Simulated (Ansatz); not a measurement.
arachno-B4H10 (B4H10). Charge 0, multiplicity 1. Geometry PBE0-D4/def2-SVP, basis def2-TZVP, Ansatz.

| run | HOMO (eV) | LUMO (eV) |
| --- | --- | --- |
| A | -10.54 | 1.13 |
| B | -7.89 | -0.86 |
| C | -11.41 | 1.86 |
| D | -9.15 | 0.09 |
| E | -8.99 | -0.17 |
| F | -8.18 | -0.55 |

B3LYP takes the VWN-RPA correlation.

The runs used B3LYP, CAM-B3LYP, PBE, PBE0, r2SCAN, ωB97M-V. Estimate which is which.

A CAM-B3LYP (range-separated); B PBE (0 % exact exchange); C ωB97M-V (range-separated); D PBE0 (25 % exact exchange); E B3LYP (20 % exact exchange); F r2SCAN (0 % exact exchange). Exact exchange lowers occupied and raises empty levels; among semilocal functionals meta-GGAs tend to open the gap a little, and such runs are hard to tell apart. The gap grows from 7.02 eV (PBE) to 13.27 eV (ωB97M-V).
